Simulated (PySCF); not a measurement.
# Structure and largest two-photon cross section among the few lowest singlets (linear parallel light, single beam, Lorentzian half width 0.1 eV, states within 0.08 eV summed)

Method used: TDDFT CAM-B3LYP/aug-cc-pVDZ excited states, vertical, gas phase in PySCF. Geometry: PBE0-D3(BJ)/def2-SVP.

Each molecule in one low-energy conformer. The parent is C=C/C=C/C(C)=O.

(1) How does the largest two-photon cross section among the few lowest singlets (linear parallel light, single beam, Lorentzian half width 0.1 eV, states within 0.08 eV summed) change along this series?
- C=C/C=C/C(C)=O (base)
- C#C/C=C/C=C/C(C)=O (H replaced by ethynyl)
- CC(=O)/C=C/C=C/[SiH3] (H replaced by SiH3)

Answers

(1) 
```tsv
molecule	S1 (eV)	f(S1)	largest σ (GM)	at photon λ (nm)
C=C/C=C/C(C)=O	3.75	0.000	3.3	374
C#C/C=C/C=C/C(C)=O	3.65	0.000	6.7	577
CC(=O)/C=C/C=C/[SiH3]	3.69	0.000	3.8	520
```
The largest two-photon cross section among the few lowest singlets (linear parallel light, single beam, Lorentzian half width 0.1 eV, states within 0.08 eV summed) is lowest for C=C/C=C/C(C)=O and highest for C#C/C=C/C=C/C(C)=O.
